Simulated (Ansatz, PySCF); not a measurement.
This PySCF input computes a SVWN5/def2-TZVPD energy:

```python
from pyscf import gto, scf, dft

mol = gto.M(
    atom='''
    Mg   -0.00000000   -0.00000000   -0.00000000
    C     1.61220562    0.24079058   -1.31322951
    H     2.35834342   -0.54997301   -1.18953383
    H     2.12560455    1.19413256   -1.15546417
    H     1.29099143    0.21835513   -2.35900549
    C    -1.61220562   -0.24079058    1.31322951
    H    -2.19206202   -1.13993701    1.08381383
    H    -2.30280754    0.60677307    1.26812799
    H    -1.28006984   -0.32935074    2.35206165
    ''',
    basis='def2-tzvpd',
    charge=0,
    spin=0,
    verbose=4,
)

mf = dft.RKS(mol, xc='svwn').density_fit(auxbasis='def2-universal-jkfit')
mf.grids.level = 3
mf.conv_tol = 1e-9
mf.max_cycle = 100
mf.max_memory = 1500
mf.kernel()
if not mf.converged:
    mf = mf.newton()
    mf.kernel(mf.make_rdm1())
mf.analyze()
```

**Question.** Write an input for the same energy in Ansatz (a first-principles code) and say what it gives.

**Answer.** 
Ansatz 0.2 input:
```yaml
crystal:
  periodic: [false, false, false]
  atoms:
    - {symbol: Mg, position_ang: [-0.00000000, -0.00000000, -0.00000000]}
    - {symbol: C, position_ang: [1.61220562, 0.24079058, -1.31322951]}
    - {symbol: H, position_ang: [2.35834342, -0.54997301, -1.18953383]}
    - {symbol: H, position_ang: [2.12560455, 1.19413256, -1.15546417]}
    - {symbol: H, position_ang: [1.29099143, 0.21835513, -2.35900549]}
    - {symbol: C, position_ang: [-1.61220562, -0.24079058, 1.31322951]}
    - {symbol: H, position_ang: [-2.19206202, -1.13993701, 1.08381383]}
    - {symbol: H, position_ang: [-2.30280754, 0.60677307, 1.26812799]}
    - {symbol: H, position_ang: [-1.28006984, -0.32935074, 2.35206165]}
basis:
  gaussian:
    orbitals: def2-TZVPD
hamiltonian:
  xc: {name: SVWN5}
output: {forces: true}
```
It gives -278.18743 Eh, and PySCF -278.18751 Eh, a difference of 0.08 mEh, from the treatment of integrals and grids.
